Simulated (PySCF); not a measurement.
PySCF 2.14 output of an unrestricted PBE0 calculation on a single atom or ion in jorge-DZP-DKH (7s4p1d, 24 functions), with the spin-free X2C one-electron Hamiltonian (Gaussian nucleus):

```
SCF conv_tol = 1e-09
number electrons alpha = 5  beta = 5
    C. Adamo and V. Barone.,  J. Chem. Phys. 110, 6158 (1999)
    M. Ernzerhof and G. E. Scuseria.,  J. Chem. Phys. 110, 5029 (1999)
cycle= 1 E= -199.433183454673  delta_E= -0.0015  |g|= 0.0232  |ddm|= 0.0352
cycle= 2 E= -199.433252815708  delta_E= -6.94e-05  |g|= 0.0106  |ddm|= 0.0154
cycle= 3 E= -199.433272498881  delta_E= -1.97e-05  |g|= 0.000118  |ddm|= 0.00483
cycle= 4 E= -199.433272501525  delta_E= -2.64e-09  |g|= 2.7e-06  |ddm|= 6.28e-05
cycle= 5 E= -199.433272501526  delta_E= -1.39e-12  |g|= 1.73e-08  |ddm|= 1.05e-06
converged SCF energy = -199.433272501526  <S^2> = -5.3290705e-15  2S+1 = 1
```

The run itself started from symmetry-adapted Hartree-Fock orbitals and held the occupation by maximum overlap, on a logarithmic radial grid, so the iterations belong to that start.

Problem. Which element, charge and spin multiplicity is this?

Solution. Mg²⁺ (magnesium, charge +2), multiplicity 1; the state was [Ne], closed-shell 1S.
